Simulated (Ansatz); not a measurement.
`OC(F)O[SiH3]` → C• + F• + 5 H• + 2 O• + Si•  (atomization)

Program: Ansatz. Geometries: PBE0-D4/def2-TZVP. ΔE: electronic, gas phase. CCSD(T)/CBS is the MP2 limit (def2-TZVPP, def2-QZVPP) plus CCSD(T) − MP2 in def2-TZVPP, frozen cores. This one scheme is used for every species, atoms too. For atomizations the MP2-based limit and the directly extrapolated one differ by several kJ/mol either way, and by 10 to 25 for some Ge, Se and Sn compounds, so smaller differences from it don't rank the levels. Functionals use def2-TZVPP. B3LYP here is the variant with VWN-RPA as its local correlation; programs differ in this. No spin–orbit coupling; open shells (•) take unrestricted orbitals. Spin–orbit coupling would lower the free atoms: a little for C, F, O, Si. One conformer a species, not always the lowest.

`OC(F)O[SiH3]`:

Cartesian coordinates in Å:
```
O -1.418 -1.732 0.534
C -0.388 -0.860 0.627
F 0.810 -1.495 0.331
O -0.542 0.177 -0.255
Si 0.629 1.321 -0.559
H -1.607 -1.872 -0.401
H -0.311 -0.527 1.666
H 1.242 1.751 0.724
H 1.677 0.796 -1.465
H -0.092 2.441 -1.203
```

```tsv
species	B3LYP-D4 energy (Eh)
`OC(F)O[SiH3]`	-581.10906
C•	-37.85948
F•	-99.77015
H•	-0.50215
O•	-75.09627
Si•	-289.39209
```

(1) Work out ΔE.

Largest T1 diagnostic among the species: 0.012.

## Answers

(1) ΔE = 5 × (-0.50215) + 2 × (-75.09627) + (-37.85948) + (-99.77015) + (-289.39209) − (-581.10906) = 1.38405 Eh = +37.66 eV. CCSD(T)/CBS gives +37.94 eV.

From BLYP to BHLYP (50 % exact exchange), in def2-TZVPP and without D4, ΔE moves by −1.31 eV: exact exchange takes away binding that semilocal exchange gives to molecules. In def2-TZVPP, CCSD(T) changes the Hartree–Fock value by +10.25 eV (the triples alone add +0.60 eV) and MP2 by +11.13 eV; breaking electron pairs costs correlation energy, which Hartree–Fock lacks.
